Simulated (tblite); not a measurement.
Compound: C8H15P.
SMILES with atom numbers: `[CH:1]#[C:2][P:3]([CH2:4][CH2:5][CH3:6])[CH2:7][CH2:8][CH3:9]` (hydrogens: H10 on C1; H11, H12 on C4; H13, H14 on C5; H15, H16, H17 on C6; H18, H19 on C7; H20, H21 on C8; H22, H23, H24 on C9)

Cartesian coordinates in Å at the GFN2-xTB level; atoms count from 1:
```
atom  x, y, z in Å
C1     0.0228    2.2228   -2.0639
C2     0.0049    1.6586   -1.0020
P3    -0.0299    0.9911    0.6360
C4     1.4031   -0.1902    0.4370
C5     2.7274    0.5658    0.3966
C6     3.9150   -0.3808    0.2705
C7    -1.4137   -0.2321    0.3593
C8    -2.7553    0.4843    0.2483
C9    -3.9056   -0.4972    0.0627
H10    0.0395    2.6760   -3.0123
H11    1.3880   -0.8690    1.2960
H12    1.2748   -0.7843   -0.4731
H13    2.8309    1.1607    1.3077
H14    2.7179    1.2588   -0.4490
H15    3.8478   -0.9590   -0.6489
H16    3.9422   -1.0738    1.1093
H17    4.8477    0.1784    0.2570
H18   -1.2180   -0.8192   -0.5431
H19   -1.4248   -0.9136    1.2158
H20   -2.7212    1.1766   -0.5968
H21   -2.9233    1.0769    1.1511
H22   -3.9551   -1.1904    0.9000
H23   -3.7740   -1.0735   -0.8508
H24   -4.8529    0.0328    0.0004
```

Computed with GFN2-xTB (tblite): harmonic, unscaled wavenumbers at the GFN2-xTB geometry, gas phase. Against measured fundamentals such values can be off by several per cent, at times by over 20. One conformer, not necessarily the lowest.

Harmonic wavenumbers (cm⁻¹): 50.6, 63.2, 69.6, 72.7, 76.1, 135.7, 159.7, 205.8, 229.0, 233.1, 257.9, 312.3, 322.7, 377.6, 405.3, 639.1, 655.4, 661.1, 731.6, 752.3, 756.1, 771.1, 849.4, 864.3, 942.3, 949.6, 1006.5, 1026.9, 1077.3, 1085.4, 1107.9, 1121.5, 1211.4, 1215.4, 1219.7, 1222.2, 1271.2, 1274.8, 1340.6, 1344.2, 1415.0, 1415.2, 1442.5, 1448.7, 1493.7, 1494.0, 1503.7, 1503.7, 1505.4, 1505.5, 2193.3, 2925.8, 2931.4, 2937.2, 2942.8, 2960.4, 2962.4, 2974.4, 2977.1, 3026.0, 3028.1, 3030.0, 3032.1, 3036.8, 3039.4, 3364.2.

A = 2309, B = 643.8, C = 550.1 MHz; mass 142.091 u (most abundant isotopes); point group Cs, symmetry number 1.

Zero-point energy?

½Σν̃ = 45079 cm⁻¹ = 128.89 kcal/mol.

Entropy at 298.15 K, 1 bar (ideal gas, RRHO, classical rotation)?

Translation 40.79, rotation 30.35, vibration 42.43: S = 113.6 cal/(mol K).

And Cp and H(298.15 K) − H(0)?

Cp = 46.78 cal/(mol K), of which vibrations give 38.83 (their classical limit is 66 R = 131.2); H(298.15 K) − H(0) = 8.72 kcal/mol without the zero-point energy, 6.35 from vibrations.

Which modes carry the vibrational entropy at 298.15 K?

50.6 cm⁻¹: 4.79; 63.2 cm⁻¹: 4.35; 69.6 cm⁻¹: 4.16; 72.7 cm⁻¹: 4.08; 76.1 cm⁻¹: 3.99; 135.7 cm⁻¹: 2.86 cal/(mol K); the other 60 give 18.18 together.

What must be added to the electronic energy to get the Gibbs energy at 298.15 K and 1 bar?

ZPE + [H(298.15 K) − H(0)] − T·S = 128.89 + 8.72 − 33.86 = 103.75 kcal/mol.

How do the functions run with temperature in this model?

| T (K) | S (cal/(mol K)) | Cp (cal/(mol K)) | H − H(0) (kcal/mol) | G − H(0) (kcal/mol) | ln q(vib) |
| --- | --- | --- | --- | --- | --- |
| 100 | 76.6 | 24.7 | 1.63 | -6.03 | 2.91 |
| 200 | 97.3 | 35.7 | 4.68 | -14.78 | 6.99 |
| 300 | 113.9 | 47.0 | 8.80 | -25.36 | 10.71 |
| 500 | 143.2 | 68.7 | 20.46 | -51.12 | 17.58 |
| 800 | 180.8 | 91.3 | 44.73 | -99.88 | 27.08 |
| 1000 | 202.3 | 101.5 | 64.05 | -138.23 | 32.92 |

q(vib) and H(0) count from the zero-point level.

Hindered rotation and anharmonicity are outside this model. Other conformers, if any are populated, would add a mixing term that is left out.
